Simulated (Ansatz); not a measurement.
## Ligand exchange: C2HCl2In + C4H5N → C2H2ClIn + C4H4ClN

Species: C2HCl2In `C#[C][In]([Cl])[Cl]`, singlet; C4H5N (pyrrole) `c1cc[nH]c1`, singlet; C2H2ClIn `C#[C][InH][Cl]`, singlet; C4H4ClN `Clc1ccc[nH]1`, singlet. The partners trade Cl for H: In–Cl and C–H bonds give way to In–H and C–Cl.

Shapes, held fixed at every level: PBE0-D4/def2-TZVP. Programs: Ansatz 0.2.0. The zero-point and thermal change to 298 K, harmonic and unscaled (PBE0-D4/def2-TZVP), is -11.8 kJ/mol.

(1) Estimate ΔH(298 K) of this reaction.

Results:

(1) The highest level, CCSD(T)/def2-TZVPP, gives ΔH(298 K) = +159.6 kJ/mol; the levels span +145.6 to +186.1. The column of differences is taken from that level and isn't an error. No measured value is set beside it here. For atoms past krypton def2 sets carry core potentials with scalar relativity. Outer-core shells of In are correlated in most correlated rows, in sets that cover them unevenly. Times are processor times on shared x86 and Arm servers, and rough.

| level | kind | ΔH(298 K) (kJ/mol) | less CCSD(T)/def2-TZVPP | CPU time (sum over the molecules) |
| --- | --- | --- | --- | --- |
| HF/def2-SVP | Hartree–Fock | +186.1 | +26.5 | – |
| PBE-D4/def2-TZVPP | GGA | +145.6 | -14.0 | 29 s |
| r2SCAN-D4/def2-TZVPP | meta-GGA | +155.7 | -3.9 | 57 s |
| B3LYP-D4/def2-TZVPP | global hybrid | +155.7 | -3.9 | 53 s |
| r2SCAN0-D4/def2-TZVPP | global hybrid | +159.5 | -0.1 | 59 s |
| B2PLYP/def2-TZVPP | double hybrid | +161.2 | +1.6 | 67 s |
| MP2/def2-TZVPP | perturbation theory | +160.3 | +0.7 | – |
| CCSD(T)/def2-TZVPP | coupled cluster or CI | +159.6 | 0.0 | 20 min |
